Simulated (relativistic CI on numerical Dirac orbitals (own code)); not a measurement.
**Inner-shell lines of Bi48+**

Computed by Dirac-Coulomb-Breit CI, KLI orbitals optimised for each configuration, a model potential for QED, unscaled Slater integrals (own radial code, finite nucleus).

Configuration list (outside the closed core [Ne] 3s2 3d10): 3p6 4s2 4p5, 3p5 4s2 4p5 4d, 3p5 4s2 4p5 5s, 3p5 4s2 4p5 5d, 3p5 4s 4p6 5d, 3p5 4s 4p6 5s, 3p6 4s 4p6. Levels of other configurations are missing.

The table holds the strongest lines. The upper levels have an inner-shell vacancy. Auger decay, open to those above the ionisation limit, is not computed, and radiative decays to configurations outside the model are missing too. Absolute energies can be off by a few tenths of a per cent, so close lines can change order. LS names give the leading component, which can be well under half, for lower levels too. Brackets number the levels in order of energy.

```tsv
E (eV)	Upper	Lower	A (s⁻¹)	gA (s⁻¹)
3071.5	3p5 4s2 4p5 4d 2D_5/2 [18]	3p6 4s2 4p5 2P°_3/2 [1]	1.84e+13	1.10e+14
3074.7	3p5 4s2 4p5 4d 2P_3/2 [19]	3p6 4s2 4p5 2P°_3/2 [1]	2.24e+13	8.94e+13
3078.5	3p5 4s2 4p5 4d 2D_5/2 [21]	3p6 4s2 4p5 2P°_3/2 [1]	1.51e+14	9.08e+14
3080.5	3p5 4s2 4p5 4d 2P_1/2 [23]	3p6 4s2 4p5 2P°_3/2 [1]	9.94e+13	1.99e+14
3080.7	3p5 4s2 4p5 4d 2P_1/2 [40]	3p6 4s2 4p5 2P°_1/2 [2]	1.80e+14	3.59e+14
3082.9	3p5 4s2 4p5 4d 2D_3/2 [43]	3p6 4s2 4p5 2P°_1/2 [2]	1.69e+14	6.74e+14
3083.4	3p5 4s2 4p5 4d 2P_3/2 [26]	3p6 4s2 4p5 2P°_3/2 [1]	1.49e+14	5.94e+14
3100.3	3p5 4s2 4p5 4d 2S_1/2 [28]	3p6 4s2 4p5 2P°_3/2 [1]	5.45e+13	1.09e+14
3579.5	3p5 4s2 4p5 4d 4P_1/2 [48]	3p6 4s2 4p5 2P°_3/2 [1]	6.38e+13	1.28e+14
3581.3	3p5 4s2 4p5 4d 4F_5/2 [50]	3p6 4s2 4p5 2P°_3/2 [1]	1.89e+13	1.14e+14
3583.5	3p5 4s2 4p5 4d 2D_3/2 [62]	3p6 4s2 4p5 2P°_1/2 [2]	7.51e+13	3.00e+14
3584.1	3p5 4s2 4p5 4d 2D_5/2 [51]	3p6 4s2 4p5 2P°_3/2 [1]	5.71e+13	3.43e+14
3584.4	3p5 4s2 4p5 4d 2P_3/2 [52]	3p6 4s2 4p5 2P°_3/2 [1]	7.12e+13	2.85e+14
3600.4	3p5 4s2 4p5 4d 2P_1/2 [63]	3p6 4s2 4p5 2P°_1/2 [2]	7.43e+13	1.49e+14
4061.3	3p5 4s2 4p5 5d 2D_5/2 [93]	3p6 4s2 4p5 2P°_3/2 [1]	2.75e+13	1.65e+14
4062.6	3p5 4s2 4p5 5d 2S_1/2 [94]	3p6 4s2 4p5 2P°_3/2 [1]	7.33e+13	1.47e+14
4062.7	3p5 4s2 4p5 5d 2P_3/2 [95]	3p6 4s2 4p5 2P°_3/2 [1]	3.36e+13	1.34e+14
4063.4	3p5 4s2 4p5 5d 2D_5/2 [96]	3p6 4s2 4p5 2P°_3/2 [1]	1.96e+13	1.17e+14
4064.8	3p5 4s2 4p5 5d 2P_3/2 [98]	3p6 4s2 4p5 2P°_3/2 [1]	2.52e+13	1.01e+14
4069.5	3p5 4s 4p6 5d 2P°_3/2 [139]	3p6 4s 4p6 2S_1/2 [3]	4.76e+13	1.90e+14
4069.6	3p5 4s 4p6 5d 2P°_1/2 [140]	3p6 4s 4p6 2S_1/2 [3]	8.64e+13	1.73e+14
4071.2	3p5 4s2 4p5 5d 2D_3/2 [119]	3p6 4s2 4p5 2P°_1/2 [2]	3.22e+13	1.29e+14
4071.9	3p5 4s2 4p5 5d 2P_1/2 [122]	3p6 4s2 4p5 2P°_1/2 [2]	9.09e+13	1.82e+14
4072.0	3p5 4s2 4p5 5d 2D_3/2 [123]	3p6 4s2 4p5 2P°_1/2 [2]	5.69e+13	2.28e+14
4072.7	3p5 4s 4p6 5d 2P°_3/2 [143]	3p6 4s 4p6 2S_1/2 [3]	4.09e+13	1.63e+14
4073.8	3p5 4s2 4p5 5d 2D_5/2 [104]	3p6 4s2 4p5 2P°_3/2 [1]	3.58e+13	2.15e+14
4074.5	3p5 4s2 4p5 5d 2P_3/2 [105]	3p6 4s2 4p5 2P°_3/2 [1]	3.31e+13	1.33e+14
4588.5	3p5 4s2 4p5 5d 2D_3/2 [167]	3p6 4s2 4p5 2P°_1/2 [2]	2.81e+13	1.12e+14
4589.7	3p5 4s2 4p5 5d 2P_1/2 [168]	3p6 4s2 4p5 2P°_1/2 [2]	4.40e+13	8.80e+13
4590.4	3p5 4s2 4p5 5d 2D_5/2 [150]	3p6 4s2 4p5 2P°_3/2 [1]	2.71e+13	1.63e+14
4590.9	3p5 4s2 4p5 5d 4P_1/2 [151]	3p6 4s2 4p5 2P°_3/2 [1]	3.97e+13	7.94e+13
4593.3	3p5 4s2 4p5 5d 2P_3/2 [153]	3p6 4s2 4p5 2P°_3/2 [1]	4.21e+13	1.69e+14
4593.3	3p5 4s2 4p5 5d 2F_5/2 [154]	3p6 4s2 4p5 2P°_3/2 [1]	1.56e+13	9.34e+13
4594.0	3p5 4s 4p6 5d 4D°_1/2 [176]	3p6 4s 4p6 2S_1/2 [3]	4.29e+13	8.58e+13
4594.1	3p5 4s 4p6 5d 2P°_3/2 [177]	3p6 4s 4p6 2S_1/2 [3]	3.82e+13	1.53e+14
```
